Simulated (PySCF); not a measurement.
**UHF on Co⁺ (cobalt, charge +1)**

Configuration: [Ar] 3d8, high-spin 3F determinant. Computed with PySCF 2.14 in aug-cc-pVDZ (7s6p4d2f, 59 functions), with the non-relativistic Hamiltonian (point nucleus).

```json
{"Total energy": "-1381.135031 hartree", "One-electron energy": "-1911.3547 hartree", "Hartree (Coulomb) energy": "588.2684 hartree", "Exchange energy": "-58.0488 hartree", "Kinetic energy": "1381.08734 hartree", "⟨S²⟩": "2.0049", "⟨L²⟩": "12.029", "Sum of ⟨r⟩": "17.30 bohr", "Sum of ⟨r²⟩": "19.65 bohr²", "Density at the nucleus (Gaussians lack the cusp)": "13300 bohr⁻³", "Spin density at the nucleus": "0.0759 bohr⁻³", "Langevin diamagnetic susceptibility": "-15.6 ×10⁻⁶ cm³/mol"}
```

| shell | electrons | mean orbital energy (eV) | spread (eV) | rms radius, mean of both spins (bohr) |
| --- | --- | --- | --- | --- |
| 1s α | 1 | -7705.0 | 0 | 0.0659 |
| 1s β | 1 | -7705.0 | 0 | 0.0659 |
| 2s α | 1 | -951.25 | 0 | 0.279 |
| 2s β | 1 | -949.48 | 0 | 0.279 |
| 2p α | 3 | -822.19 | 0 | 0.250 |
| 2p β | 3 | -820.45 | 0 | 0.250 |
| 3s α | 1 | -127.50 | 0 | 0.847 |
| 3s β | 1 | -122.60 | 0 | 0.847 |
| 3p α | 3 | -87.273 | 0 | 0.904 |
| 3p β | 3 | -81.355 | 0 | 0.904 |
| 3d α | 5 | -20.911 | 1.333 | 1.26 |
| 3d β | 3 | -18.476 | 0 | 1.26 |

Spin-orbit constants ζ (cm⁻¹) from the X2C one-electron operator on these orbitals (non-relativistic here): bare nucleus, nucleus screened by l(l+1)(2l+1)/3 electrons, and screened by the Breit-Pauli mean field of the electrons.

```json
{"shell": "2p", "bare": "80260", "screened nucleus": "74310", "mean field": "71530"}
{"shell": "3p", "bare": "9547", "screened nucleus": "8839", "mean field": "8442"}
{"shell": "3d", "bare": "875.6", "screened nucleus": "551.3", "mean field": "496.1"}
```

To first order the Landé constant is A = -248.1 cm⁻¹, so the lowest level has J = 4 and lies 0.0923 eV below the centre of the term. This holds in LS coupling only.
